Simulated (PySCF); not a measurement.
Working out the excitation energy of Au

Au [Xe] 4f14 5d10 6s1 (2S) → Au [Xe] 4f14 5d10 6p1 (2P). All numbers are calculated (PySCF 2.14, scalar relativity through the core potential, in def2-TZVPPD with the def2 core potential (60 electrons) (6s5p3d2f1g, 59 functions)). Frozen: 5s2 5p6. Energies in hartree (1 hartree = 27.21139 eV):

```tsv
part	Au (lower)	Au (upper)
UHF	-134.789865	-134.631422
CCSD correlation	-0.342647	-0.319102
(T)	-0.013963	-0.013325
```

**Question.** What does Hartree-Fock give?

**Answer.** (-134.631422) − (-134.789865) = 0.158443 hartree = 4.311 eV.

**Question.** What do CCSD and CCSD(T) give?

**Answer.** The CCSD correlation energies differ by 0.023545 hartree = 0.641 eV and the triples by 0.000638 hartree = 0.017 eV, so CCSD gives 4.952 eV and CCSD(T) 4.969 eV.

Measured between the centres of the two terms (NIST): 4.947 eV, so CCSD(T) (valence) is off by 0.022 eV.

What remains against the reference includes basis incompleteness, the frozen core and higher excitations.
